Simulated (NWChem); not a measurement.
ammonium (H$_{4}$N (+1))

```xyz
5

N      0.0000     0.0000     0.0000
H      0.8428     0.0000     0.5960
H     -0.8428     0.0000     0.5960
H      0.0000     0.8428    -0.5960
H      0.0000    -0.8428    -0.5960
```
Charge +1, spin multiplicity 1.

The numbers come from NWChem runs, not from measurements. The geometry was optimised at B3LYP/def2-SVP, a minimum by its harmonic frequencies.

Symmetry labels belong to the abelian group C2v used in the runs, with the axes of the coordinates shown; states degenerate in a higher group split over its labels.

Problem. List the lowest 3 singlet excitations that CIS/aug-cc-pVDZ gives, with oscillator strengths.

Solution. 
| state | symmetry | energy (eV) | wavelength (nm) | f |
|---|---|---|---|---|
| 1 | b2 | 15.95 | 78 | 0.246 |
| 2 | b1 | 15.95 | 78 | 0.246 |
| 3 | a1 | 15.95 | 78 | 0.246 |
